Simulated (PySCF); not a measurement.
## Sr: electron affinity

Sr⁻ [Kr] 4d1 5s2 (2D) → Sr [Kr] 5s2 (1S), as a difference of total energies. All numbers are calculated (PySCF 2.14, scalar relativity by spin-free X2C-1e, in aug-cc-pVQZ-X2C (9s8p6d3f2g, 102 functions)). Correlated levels: valence: [Kr] frozen. The calculations carry no spin-orbit coupling.

```
           method  electron affinity (eV)
              UHF                  -0.564
    MP2 (valence)                  -0.539
SCS-MP2 (valence)                  -0.544
   CCSD (valence)                  -0.523
CCSD(T) (valence)                  -0.511
```

The configuration of this anion was assumed by filling the next shell in order. It is not the known or likely ground configuration (Ca⁻, Sr⁻ and Ba⁻, for instance, bind a p electron), so these values are not the electron affinity of the element.

A negative affinity means that the anion lies above the atom at that level of theory.

The coupled-cluster amplitudes are large for Sr⁻ (T1 above 0.03 or a double amplitude above 0.15), so a single reference is strained.
